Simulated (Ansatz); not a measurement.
One change: `[CH3][Al]([F])[I]` becomes `[CH3][Ga]([F])[I]`.

Ansatz, PBE0-D4/def2-TZVP geometries, multiplicity 1. 

Elements past krypton have def2 core potentials. Scalar relativity is left out up to krypton.

```json
{"property": "LUMO energy (ωB97M-V/def2-TZVPP) / eV", "`[CH3][Al]([F])[I]`": "0.72"}
{"property": "LUMO energy (PBE0/def2-TZVPP) / eV", "`[CH3][Al]([F])[I]`": "-0.92"}
{"property": "HOMO–LUMO gap (PBE/def2-TZVPP) / eV", "`[CH3][Al]([F])[I]`": "5.04"}
{"property": "HOMO–LUMO gap (PBE0/def2-TZVPP) / eV", "`[CH3][Al]([F])[I]`": "6.94"}
{"property": "HOMO energy (B3LYP/def2-TZVPP) / eV", "`[CH3][Al]([F])[I]`": "-7.59"}
{"property": "LUMO energy (B3LYP/def2-TZVPP) / eV", "`[CH3][Al]([F])[I]`": "-1.12"}
```

**Question.** Give the same properties after the change, and the shifts. (Best estimate.)

**Answer.** Computed: 
```tsv
property	`[CH3][Ga]([F])[I]`	shift
LUMO energy (ωB97M-V/def2-TZVPP) / eV	0.52	-0.20
LUMO energy (PBE0/def2-TZVPP) / eV	-1.19	-0.27
HOMO–LUMO gap (PBE/def2-TZVPP) / eV	4.69	-0.35
HOMO–LUMO gap (PBE0/def2-TZVPP) / eV	6.62	-0.32
HOMO energy (B3LYP/def2-TZVPP) / eV	-7.55	0.04
LUMO energy (B3LYP/def2-TZVPP) / eV	-1.45	-0.33
```

With PBE0 the HOMO rises by 0.05 eV and the LUMO falls by 0.27 eV, so the gap narrows by about 0.32 eV. PBE moves the HOMO by 0.06 eV and ωB97M-V by 0.04 eV.

B3LYP here is the variant with VWN-RPA as its local correlation; programs differ in this.

Spin–orbit coupling is left out; it splits and shifts lone-pair levels of the heavy atoms by tenths of an eV.
